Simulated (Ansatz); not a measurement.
The cluster KBr₂⁻ (the lowest singlet isomer of a short search) was relaxed with PBE0-D4 (def2-TZVPD) in Ansatz in these states: charge -1 quintet, charge -1 singlet, charge -1 triplet. The geometries follow in no particular order.

A:

```xyz
3

K     0.004    0.001    0.003
Br   -1.872   -0.715    2.262
Br    1.868    0.714   -2.264
```

B:

Cartesian coordinates in Å:
```
K -0.0061 -0.0021 -0.0025
Br -1.2560 4.0261 -0.7993
Br 1.2621 -4.0240 0.8018
```

C:

Cartesian coordinates in Å:
```
K -1.352 0.155 0.071
Br 0.565 0.156 -2.643
Br 0.787 -0.311 2.572
```

Task: Judge from the bond lengths which geometry belongs to which state (an estimate).

Result: A is the charge -1 singlet (K1–Br3 3.020 Å, K1–Br2 3.022 Å); B is the charge -1 quintet (K1–Br3 4.293 Å, K1–Br2 4.292 Å); C is the charge -1 triplet (K1–Br3 3.323 Å, K1–Br2 3.323 Å).

At PBE0-D4/def2-TZVPD the highest occupied level of the charge -1 quintet lies above zero (up to 0.88 eV). The electron is either unbound and held by the finite basis, or the level is raised by self-interaction error. At PBE0-D4/def2-TZVPD the highest occupied level of the charge -1 triplet lies above zero (up to 0.47 eV).
